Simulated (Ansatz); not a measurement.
Relaxation of C2H8B2O2S (15 atoms, charge 0, multiplicity 1), to a largest force component of 0.02 eV/Å in at most 50 steps.

The calculation used Ansatz 0.2.0, RKS PBE-D4/STO-3G.

```xyz
15
Properties=species:S:1:pos:R:3:forces:R:3
B -1.951 0.631 1.102 1.18 2.88 -0.37
O -0.535 0.534 1.212 -2.27 0.50 1.78
C 0.036 0.042 0.008 -2.81 0.70 -2.20
C -0.197 -1.437 -0.204 -6.57 -2.75 2.23
O -0.311 0.779 -1.132 2.21 0.46 0.85
B 1.661 0.185 0.204 3.04 1.97 -0.83
S 2.863 -0.252 -1.202 0.51 1.40 -0.39
H -2.669 -0.198 1.402 -0.85 -1.51 0.52
H -2.465 1.712 0.760 0.65 -1.10 0.42
H 0.283 -1.854 -1.052 1.10 -0.73 -1.72
H -0.024 -2.045 0.722 0.40 0.35 -0.52
H -1.335 -1.568 -0.393 1.41 -0.13 -0.02
H 1.256 -0.762 -0.350 2.34 -1.68 0.73
H 2.081 0.604 1.233 -0.53 0.05 -0.35
H 2.772 1.040 -1.713 0.21 -0.42 -0.15
```

Problem. Where does it end, and by what steps?

Solution. The forces met the threshold. Limits of this set-up: minimal basis. After 36 steps the energy has fallen by 8.490 eV; O5 moved furthest, 1.86 Å. Parted: C3–B6. Joined: O5–B6.

| step | energy less start (eV) | largest force component (eV/Å) | accepted |
| --- | --- | --- | --- |
| 0 | 0.0000 | 6.574 | yes |
| 2 | -3.6051 | 3.115 | yes |
| 4 | -5.5804 | 1.947 | yes |
| 6 | -6.6142 | 0.798 | yes |
| 8 | -7.3350 | 1.178 | yes |
| 10 | -7.8243 | 0.944 | yes |
| 12 | -8.0306 | 0.488 | yes |
| 14 | -8.2084 | 0.368 | yes |
| 16 | -8.3096 | 0.382 | yes |
| 18 | -8.3165 | 0.629 | no |
| 20 | -8.3477 | 0.153 | yes |
| 22 | -8.3808 | 0.597 | yes |
| 24 | -8.4240 | 0.158 | yes |
| 26 | -8.4396 | 0.109 | yes |
| 28 | -8.4647 | 0.305 | yes |
| 30 | -8.4811 | 0.258 | yes |
| 32 | -8.4771 | 0.193 | no |
| 34 | -8.4887 | 0.034 | yes |
| 36 | -8.4896 | 0.012 | yes |

```xyz
15
Properties=species:S:1:pos:R:3
B -2.544 0.604 0.685
O -1.208 0.954 0.728
C -0.178 -0.008 0.440
C -0.470 -1.520 0.434
O 0.963 0.585 0.215
B 2.274 -0.107 -0.464
S 2.264 0.751 -2.102
H -2.918 -0.466 0.356
H -3.281 1.472 0.994
H 0.492 -2.056 0.328
H -0.969 -1.814 1.379
H -1.133 -1.784 -0.415
H 2.077 -1.266 -0.557
H 3.136 0.203 0.280
H 2.961 1.863 -1.706
```

Time of the run: 2.6 min on 1 thread of Arm Neoverse V2, with other jobs on the host, peak memory 0.16 GiB.
